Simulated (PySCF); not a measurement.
## Dipole moment and polarisability of `O=C(O)c1cncn1[SiH3]`

Compound: C₄H₆N₂O₂Si.
Cartesian coordinates in Å at the GFN2-xTB level; atoms count from 1:
```xyz
15
C4H6N2O2Si angstrom
O      1.3011   -1.5509    0.3687
C      1.5539   -0.3991    0.0457
O      2.8017    0.0367   -0.1198
C      0.5104    0.5559   -0.1747
C      0.4369    1.8871   -0.5370
N     -0.8556    2.2606   -0.5897
C     -1.5461    1.1903   -0.2694
N     -0.7823    0.1201   -0.0054
Si    -1.2004   -1.5374    0.4697
H      3.4291   -0.6837    0.0535
H      1.2327    2.5705   -0.7547
H     -2.6160    1.1614   -0.2209
H     -0.7512   -1.7635    1.8334
H     -2.6673   -1.3982    0.4915
H     -0.8512   -2.4419   -0.6128
```

Level: CAM-B3LYP/def2-SVPD (PySCF), static field, nuclei fixed, core orbitals frozen in the response. The polarisability tensor in these axes (au):

```
x   106.09  -4.02  -0.69
y    -4.02 104.25 -11.97
z    -0.69 -11.97  63.34
```

Question: Diagonalise the tensor; give its mean and Δα, where Δα² is half the sum of the squared differences of the eigenvalues.

Answer: Principal values 60.03, 103.07 and 110.59 au; mean 91.23 au = 13.52 Å³ = 15.04 × 10⁻⁴⁰ C²·m²/J; Δα = 47.25 au (52 % of the mean).

Question: What is the dipole moment, and where does it point?

Answer: (1.22, -1.56, 0.39) D, 2.02 D in size, pointing from the negative to the positive side. Measured along this direction, the outermost atoms are H12 at the negative end and H10 at the positive end.

Question: Traceless (Buckingham) quadrupole moment about the centre of nuclear charge: eigenvalues?

Answer: -12.93, -0.94, 13.87 D·Å. The values depend on the origin, since the dipole doesn't vanish. The electronic extent ⟨r²⟩ about the same centre is 1274 bohr², a root-mean-square distance of 2.20 Å for the 74 electrons.

Question: What molar refraction does this α imply?

Answer: Lorentz–Lorenz: R = (4π/3)N_A α = 2.5225 cm³/(mol·Å³) × 13.52 Å³ = 34.1 cm³/mol, in the limit of long wavelengths.

Question: Refractivity n − 1 of an ideal gas of it at 273.15 K and 1 atm, from the electronic α?

Answer: N = p/kT = 2.6868 × 10¹⁹ cm⁻³, so n − 1 = 2π × N × 13.52 × 10⁻²⁴ cm³ = 2282 × 10⁻⁶ at long wavelengths.

Question: What depolarisation ratio follows for Rayleigh scattering of linearly polarised light, taking the static tensor?

Answer: ρ = 3Δα²/(45ᾱ² + 4Δα²) = 6698.3/(374504 + 8931.1) = 0.0175.

The structure is a single GFN2-xTB conformer in the gas phase; no vibrational or solvent corrections.
